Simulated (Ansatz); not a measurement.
One change: `[OH][Ti]([OH])([OH])[I]` becomes `[OH][Ti]([OH])([OH])[Br]`.

Ansatz, PBE0-D4/def2-TZVP geometries, multiplicity 1. Each molecule was computed in one conformer, which needn't be the lowest.

Elements past krypton have def2 core potentials. Scalar relativity is left out up to krypton.

```csv
property,`[OH][Ti]([OH])([OH])[I]`
HOMO–LUMO gap (PBE/def2-TZVPP) / eV,3.20
LUMO energy (B3LYP/def2-TZVPP) / eV,-2.38
size of the dipole moment (B3LYP/def2-TZVPP) / D,2.95
HOMO–LUMO gap (B3LYP/def2-TZVPP) / eV,4.75
HOMO–LUMO gap (ωB97M-V/def2-TZVPP) / eV,9.49
zero-point energy (PBE0-D4/def2-TZVP) / kJ/mol,102.7
```

(1) Give the same properties after the change, and the shifts. (Best estimate.)

Results:

(1) Ansatz gave: 
```json
{"property": "HOMO–LUMO gap (PBE/def2-TZVPP) / eV", "`[OH][Ti]([OH])([OH])[Br]`": "3.87", "shift": "0.67"}
{"property": "LUMO energy (B3LYP/def2-TZVPP) / eV", "`[OH][Ti]([OH])([OH])[Br]`": "-2.32", "shift": "0.06"}
{"property": "size of the dipole moment (B3LYP/def2-TZVPP) / D", "`[OH][Ti]([OH])([OH])[Br]`": "2.74", "shift": "-0.21"}
{"property": "HOMO–LUMO gap (B3LYP/def2-TZVPP) / eV", "`[OH][Ti]([OH])([OH])[Br]`": "5.57", "shift": "0.82"}
{"property": "HOMO–LUMO gap (ωB97M-V/def2-TZVPP) / eV", "`[OH][Ti]([OH])([OH])[Br]`": "10.50", "shift": "1.01"}
{"property": "zero-point energy (PBE0-D4/def2-TZVP) / kJ/mol", "`[OH][Ti]([OH])([OH])[Br]`": "103.3", "shift": "0.6"}
```

With PBE0 the HOMO falls by 0.79 eV and the LUMO rises by 0.07 eV, so the gap widens by about 0.86 eV. PBE moves the HOMO by -0.61 eV and ωB97M-V by -0.90 eV. Dipoles are sizes alone; their direction can turn.

B3LYP here is the variant with VWN-RPA as its local correlation; programs differ in this.

Spin–orbit coupling is left out; it splits and shifts lone-pair levels of the heavy atoms by tenths of an eV.
